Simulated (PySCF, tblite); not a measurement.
Isomers of C7H13FO, one GFN2-xTB conformer each. Single-point energies are computed at PBE0/pcSseg-1 (PySCF, gas phase, no added dispersion term), electronic only.

Task: Rank them by PBE0/pcSseg-1 energy, lowest first (kcal/mol).
A. `[CH3:1][C@@H:2]1[O:3][C:4]([CH3:5])([CH3:6])[CH2:7][C@@H:8]1[F:9]` with C1–C2–O3–C4 -115°, C2–O3–C4–C5 -146°, O3–C4–C7–C8 32°, C4–C7–C8–F9 94°
B. `[CH3:1][CH2:2][C@@H:3]1[CH2:4][CH2:5][C@H:6]([F:7])[CH2:8][O:9]1` with C1–C2–C3–C4 -66°, C2–C3–C4–C5 -177°, C3–C4–C5–C6 55°, C4–C5–C6–F7 71°, C5–C6–C8–O9 51°

Result: A (0.0), B (2.6).

GFN2-xTB itself gives, in the same order: 0.0, 4.2. Both levels put the same isomer lowest.

Task: Which frontier levels, dipoles and rotational constants go with these structures?

Result: 
```
                   SMILES  HOMO (eV, PBE0/pcSseg-1)  LUMO (eV)  dipole (D)      A, B, C (MHz)
C[C@@H]1OC(C)(C)C[C@@H]1F                     -7.22       1.25        1.39   2459, 1376, 1210
   CC[C@@H]1CC[C@H](F)CO1                     -7.31       1.31        2.46  3269, 1002, 891.1
```

Task: What happens when harmonic zero-point energies from GFN2-xTB frequencies are added?

Result: 
| SMILES | ZPE (kcal/mol) | electronic (kcal/mol) | with ZPE (kcal/mol) |
| --- | --- | --- | --- |
| C[C@@H]1OC(C)(C)C[C@@H]1F | 118.4 | 0.0 | 0.0 |
| CC[C@@H]1CC[C@H](F)CO1 | 119.5 | 2.6 | 3.7 |

The zero-point energies span 1.1 kcal/mol. The order is unchanged.
